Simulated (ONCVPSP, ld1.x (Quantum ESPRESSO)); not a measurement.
# Potentials for Sr (Z = 38) compared

Generated with ld1.x 7.5 (TM, RRKJ, ultrasoft, PAW), atompaw 4.2 or ONCVPSP 4.0.1. The cutoff is in Ry: for ld1.x and atompaw files where the sum of valence levels is converged to 10 mRy in a Bessel basis, for ONCV files where the hardest occupied wave has 1 mHa per electron of residual kinetic energy. The error is the largest all-electron minus pseudo excitation energy over each file’s own four to seven test configurations (ionisations up to +4, promotions, holes and added fractions of an electron), all of which were solved. The labels leave out finer settings (local radius, basis sizes, second energies), which also bear on the numbers. Spin-polarised tests are not counted. The rows are a selection from randomly drawn settings: files with unsolved tests, undetermined cutoffs or missed reference levels are left out.

A true bound ghost makes a file unfit for plane-wave use even where its test errors are small: the radial tests pick states by their node count and pass the ghost by.

```tsv
potential	cutoff (Ry)	largest error (meV)	bound ghosts
ONCV, LDA (Perdew-Wang 92), scalar-relativistic, rc 2.60/2.50/2.40 (spd), local smoothed, core correction no, reference 4s2 4p6 5s0.5, qcut 5/4.3/4.4, projectors 2/2/2	14	-234	none
ONCV, PBE, fully relativistic, rc 2.25/1.90/2.05 (spd), local smoothed, core correction yes, reference 4s2 4p6 5s0.5, qcut 5.4/6.1/4.7, projectors 3/1/2	28	-174	none
ONCV, LDA (Perdew-Wang 92), scalar-relativistic, rc 2.20/1.50/1.75 (spd), local smoothed, core correction yes, reference 4s2 4p6 5s2, qcut 4.6/4.8/4.7, projectors 2/2/2	59	-244	s
ONCV, PBE, scalar-relativistic, rc 2.10/2.45/2.10 (spd), local d, core correction no, reference 4s2 4p6 5s2, qcut 5/5.5/4.9, projectors 2/2/0	21	-59	none
```

(1) Fill in the row for Sr: ultrasoft, LDA (PZ), scalar-relativistic, rc 1.95/2.45/3.35 (spd), local smoothed, core correction yes, reference 4s2 4p6 4d0 5s2 5p0.

## Answers

(1) cutoff 15 Ry, largest error -68 meV, bound ghosts: none.
